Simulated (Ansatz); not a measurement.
Relaxation of CH7FOSeSi2 (13 atoms, charge 0, multiplicity 1), to a largest force component of 0.015 eV/Å in at most 40 steps.

Level of theory: Ansatz, RHF/def2-SVP.

```xyz
13
Properties=species:S:1:pos:R:3
C -2.042 0.278 -0.933
Se -1.620 -1.179 0.202
Si 0.585 -0.876 -0.186
O 1.557 -2.226 0.415
Si 1.324 0.957 0.862
F 1.035 0.871 2.519
H -1.673 0.157 -1.966
H -3.157 0.428 -0.995
H -1.666 1.281 -0.491
H 0.864 -0.738 -1.593
H 1.233 -2.288 1.399
H 2.761 1.126 0.649
H 0.675 2.151 0.276
```

Where does it end, and by what steps?

The run converged. The force dipped under the threshold on the way, but the program's further checks kept it going. After 17 steps the energy has fallen by 0.948 eV; F6 moved furthest, 0.50 Å.

```tsv
step	energy less start (eV)	largest force component (eV/Å)	accepted
0	0.0000	3.551	yes
1	-0.6487	2.381	yes
2	-0.7687	1.669	yes
3	-0.9243	0.855	yes
4	-0.9328	0.272	yes
5	-0.9345	0.245	yes
6	-0.9404	0.253	yes
7	-0.9440	0.065	yes
8	-0.9448	0.053	yes
9	-0.9469	0.021	yes
10	-0.9472	0.102	yes
11	-0.9473	0.073	yes
12	-0.9476	0.045	yes
13	-0.9478	0.008	yes
14	-0.9480	0.024	yes
15	-0.9481	0.045	yes
16	-0.9482	0.041	yes
17	-0.9482	0.012	yes
```

```xyz
13
Properties=species:S:1:pos:R:3
C -2.177 0.369 -1.074
Se -1.653 -1.119 0.094
Si 0.624 -0.943 -0.148
O 1.340 -2.243 0.573
Si 1.430 1.016 0.908
F 1.479 0.647 2.490
H -1.803 0.213 -2.083
H -3.264 0.373 -1.094
H -1.826 1.320 -0.681
H 0.969 -0.966 -1.583
H 1.393 -2.291 1.516
H 2.806 1.372 0.500
H 0.556 2.196 0.739
```

Whether the end is a true minimum wasn't checked by a vibrational analysis.

Run time: 61 s on 2 threads of Arm Neoverse V2, with other jobs on the host, peak memory 0.4 GiB.
